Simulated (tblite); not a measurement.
Compound: C8H15P.
Cartesian coordinates in Å at the GFN2-xTB level; atoms count from 1:
```xyz
24
C8H15P angstrom
C      2.6026    1.0321    1.9210
C      2.3109   -0.1124    1.3289
C      0.9297   -0.6239    1.1169
P      0.5516   -0.6241   -0.7222
C      0.2129    1.2048   -0.8864
C     -0.2892    1.5529   -2.2797
C     -1.1897   -1.2313   -0.7043
C     -1.5826   -1.9138   -1.7724
C     -2.0995   -0.9573    0.4526
H      1.8351    1.6769    2.3188
H      3.6178    1.3700    2.0411
H      3.1017   -0.7390    0.9368
H      0.8619   -1.6654    1.4457
H      0.2021   -0.0186    1.6616
H      1.1615    1.7117   -0.6875
H     -0.5071    1.5240   -0.1274
H      0.4449    1.2670   -3.0302
H     -1.2171    1.0245   -2.4938
H     -0.4718    2.6229   -2.3660
H     -0.9039   -2.1157   -2.5849
H     -2.5868   -2.2951   -1.8797
H     -1.7810   -1.5220    1.3285
H     -3.1194   -1.2493    0.2091
H     -2.0961    0.1005    0.7122
```

Method: GFN2-xTB as coded in tblite; computed harmonic values from a numerical Hessian at the method's own geometry, unscaled. This tight-binding method is rough: wavenumbers can miss measured ones by several per cent, in bad cases by 10 to 20. One conformer, not necessarily the lowest.

Harmonic wavenumbers (cm⁻¹): 33.3, 58.0, 68.6, 75.4, 132.6, 156.7, 171.7, 193.7, 232.4, 249.4, 303.3, 341.6, 380.0, 421.8, 436.5, 586.9, 631.8, 673.7, 690.4, 752.1, 767.0, 832.9, 889.9, 902.7, 947.9, 951.3, 988.9, 1000.1, 1012.3, 1017.4, 1031.4, 1053.1, 1079.3, 1164.1, 1184.6, 1196.9, 1222.6, 1249.2, 1289.4, 1389.7, 1408.6, 1409.6, 1410.6, 1432.3, 1449.5, 1481.6, 1483.9, 1496.6, 1502.2, 1678.0, 1708.6, 2927.5, 2933.7, 2949.3, 2952.5, 2999.4, 3010.0, 3013.8, 3020.2, 3023.4, 3031.9, 3055.0, 3074.0, 3093.1, 3108.0, 3122.8.

A = 1856, B = 914.6, C = 743.2 MHz; mass 142.091 u (most abundant isotopes); point group C1, symmetry number 1.

What is the zero-point energy?

Half the sum of the wavenumbers: 44768 cm⁻¹ = 535.55 kJ/mol.

What is S at 298.15 K and 1 bar for an ideal gas of classical rigid rotors and harmonic oscillators?

Translation 170.67, rotation 125.20, vibration 172.00: S = 467.9 J/(mol K).

And Cp and H(298.15 K) − H(0)?

Cp = 195.85 J/(mol K), of which vibrations give 162.59 (their classical limit is 66 R = 548.8); H(298.15 K) − H(0) = 35.72 kJ/mol without the zero-point energy, 25.80 from vibrations.

How do the functions run with temperature in this model?

| T (K) | S (J/(mol K)) | Cp (J/(mol K)) | H − H(0) (kJ/mol) | G − H(0) (kJ/mol) | ln q(vib) |
| --- | --- | --- | --- | --- | --- |
| 100 | 316.6 | 98.8 | 6.60 | -25.06 | 2.93 |
| 200 | 400.2 | 146.8 | 18.93 | -61.12 | 6.76 |
| 300 | 469.1 | 196.8 | 36.08 | -104.64 | 10.34 |
| 500 | 592.5 | 290.5 | 85.21 | -211.05 | 17.11 |
| 800 | 751.2 | 384.5 | 187.62 | -413.37 | 26.61 |
| 1000 | 841.8 | 426.7 | 268.95 | -572.85 | 32.47 |

q(vib) and H(0) count from the zero-point level.

Blend soft modes into free rotors: weight 1/[1 + (100 cm⁻¹/ν̃)⁴] for the oscillator and the rest for a rotor with moment μB/(μ + B), μ = h/(8π²ν), B = 10⁻⁴⁴ kg m². What vibrational entropy results?

154.39 J/(mol K) in place of 172.00, which changes −T·S at 298.15 K by +5.25 kJ/mol.

Which modes carry the vibrational entropy at 298.15 K?

33.3 cm⁻¹: 23.52; 58.0 cm⁻¹: 18.93; 68.6 cm⁻¹: 17.54; 75.4 cm⁻¹: 16.77; 132.6 cm⁻¹: 12.17; 156.7 cm⁻¹: 10.83 J/(mol K); the other 60 give 72.24 together.

What must be added to the electronic energy to get the Gibbs energy at 298.15 K and 1 bar?

ZPE + [H(298.15 K) − H(0)] − T·S = 535.55 + 35.72 − 139.50 = 431.77 kJ/mol.

Hindered rotation and anharmonicity are outside this model. Other conformers, if any are populated, would add a mixing term that is left out. The structure is chiral; the term R ln 2 for an equal mix with its mirror image is left out.
